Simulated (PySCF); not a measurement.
C₂H₁₀N₂Si₂, SMILES C/C([SiH2]N)=N\[SiH3].

The structure is a stationary point at B3LYP-D3(BJ)/def2-SVP. The structure was generated by enumeration; whether it is a known compound was not checked. Other conformers were not sampled.

All values below come from TDA-PBE/def2-SVPD in PySCF 2.14.0.

Vertical excitations. Gas-phase values at a fixed geometry.

Computed excitation energies, oscillator strengths and character:
| state | energy (eV) | λ (nm) | f | main pairs |
|---|---|---|---|---|
| S1 | 3.53 | 351 | 0.002 | HOMO→LUMO 99 % |
| S2 | 3.77 | 328 | 0.004 | HOMO−1→LUMO 99 % |
| S3 | 5.07 | 244 | 0.050 | HOMO→LUMO+1 87 % |
| S4 | 5.20 | 238 | 0.033 | HOMO→LUMO+2 87 % |
| S5 | 5.47 | 227 | 0.002 | HOMO−1→LUMO+1 91 % |
| S6 | 5.65 | 220 | 0.010 | HOMO−1→LUMO+2 90 % |
| T1 | 2.94 | 421 | 0 | HOMO→LUMO 100 % |
| T2 | 3.69 | 336 | 0 | HOMO−1→LUMO 100 % |
Triplets are in the Tamm–Dancoff approximation.
